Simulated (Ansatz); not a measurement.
Frontier orbitals of CH$_{6}$AlGa (`[AlH2][CH2][GaH2]`).

Z-matrix (Å, degrees):
```
C
Ga 1 1.957
Al 1 1.939 2 116.4
H 1 1.095 2 107.2 3 -120.7
H 1 1.096 2 107.2 3 120.6
H 2 1.572 1 119.8 3 89.7
H 2 1.572 1 119.8 3 -89.2
H 3 1.589 1 120.1 2 89.2
H 3 1.589 1 120.1 2 -89.6
```

Total charge 0; spin multiplicity 1. Correlated methods include outer-core shells of Ga, which these sets cover unevenly. Scalar relativity is left out up to krypton. The geometry is a stationary point of PBE0-D4/def2-TZVP. Basis def2-TZVPP, Ansatz.

| functional | HOMO (eV) | LUMO (eV) |
| --- | --- | --- |
| ωB97X-V | -10.12 | 0.01 |

(1) Give HOMO and LUMO (eV) with LDA (SPW92), PBE, revPBE, BLYP, r2SCAN, B97M-V, PBE0, B3LYP, r2SCANh, r2SCAN0, HSE06 (plane-wave form), BHLYP, CAM-B3LYP, LC-ωPBE, ωB97M-V, HF. (Estimate.)

Results:

(1) Computed: 
```tsv
functional	HOMO	LUMO
LDA (SPW92)	-6.83	-2.88
PBE	-6.68	-2.63
revPBE	-6.62	-2.51
BLYP	-6.53	-2.54
r2SCAN	-6.93	-2.35
B97M-V	-7.02	-2.59
PBE0	-7.82	-1.86
B3LYP	-7.60	-2.10
r2SCANh	-7.35	-2.09
r2SCAN0	-7.99	-1.71
HSE06 (plane-wave form)	-7.43	-2.22
BHLYP	-8.85	-1.12
CAM-B3LYP	-9.12	-0.97
LC-ωPBE	-10.49	0.16
ωB97M-V	-9.97	-0.24
HF	-10.52	0.83
```

B3LYP here is the variant with VWN-RPA as its local correlation; programs differ in this. LC-ωPBE has ω = 0.4 bohr⁻¹.
